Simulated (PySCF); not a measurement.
H6O4SnTi, SMILES [OH][Ti]([OH])([OH])[O][SnH3], multiplicity 1. Atoms are numbered in the order given.

```xyz
12

O      0.1608    -0.4987    -0.6290
Ti    -1.5429    -0.5727    -0.1288
O     -2.0062    -2.2525     0.3265
H     -1.4927    -3.0655     0.2545
O     -2.5981     0.0432    -1.4558
H     -3.4227    -0.3396    -1.7787
O     -1.6793     0.5217     1.3162
H     -2.1359     1.3708     1.3488
Sn     1.6769     0.5918     0.1143
H      1.1863     2.2338     0.0377
H      3.0035     0.2558    -0.9223
H      1.9425     0.0425     1.7170
```

The structure is a stationary point at B3LYP-D3(BJ)/def2-SVP. The multiplicity is an assumed one; other spin states were not compared. The def2 effective core potentials stand for the cores of Sn; spin–orbit coupling is left out. Other conformers were not sampled.

Method: PBE0/def2-TZVP (PySCF).

ESP charges are fitted to the potential on shells at 1.4 to 2.0 van der Waals radii. Atomic charges (e):

| atom | ESP fit | Mulliken |
|---|---|---|
| O1 | -0.56 | -0.78 |
| Ti2 | 1.28 | 1.50 |
| O3 | -0.78 | -0.72 |
| H4 | 0.43 | 0.33 |
| O5 | -0.79 | -0.72 |
| H6 | 0.43 | 0.33 |
| O7 | -0.74 | -0.73 |
| H8 | 0.41 | 0.33 |
| Sn9 | 0.50 | 0.58 |
| H10 | -0.07 | -0.04 |
| H11 | -0.07 | -0.05 |
| H12 | -0.07 | -0.04 |
